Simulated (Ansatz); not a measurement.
Mulliken charges of C3H4OSi (`C=C1[SiH2]C1=O`) from PBE/def2-TZVPP in Ansatz (PBE0-D4/def2-TZVP geometry).

| atom | x (Å) | y (Å) | z (Å) | charge (e) |
| --- | --- | --- | --- | --- |
| C1 | -1.171 | 1.061 | -0.532 | -0.139 |
| C2 | -0.227 | 0.212 | -0.134 | -0.079 |
| Si3 | 0.635 | -0.961 | 1.021 | 0.167 |
| C4 | 1.022 | -0.299 | -0.720 | 0.094 |
| O5 | 1.657 | -0.190 | -1.727 | -0.188 |
| H6 | -1.115 | 1.544 | -1.505 | 0.122 |
| H7 | -2.026 | 1.306 | 0.092 | 0.114 |
| H8 | 0.040 | -2.304 | 1.241 | -0.045 |
| H9 | 1.273 | -0.415 | 2.246 | -0.045 |

By hand: the dipole of these point charges (1 e Å = 4.8032 D).

Σ q r = (-0.355, 0.143, 0.182) e Å, of length 0.424 e Å = 2.04 D.

How does the dipole of the full density compare? (Best estimate.)

The calculation gave: (-0.449, 0.117, 0.349) e Å, 2.79 D; the point charges give 0.73 times that, at 13° from its direction.

Point charges leave out the atoms' own dipoles, such as those of lone pairs, and Mulliken's split depends on the basis, so the two needn't agree.
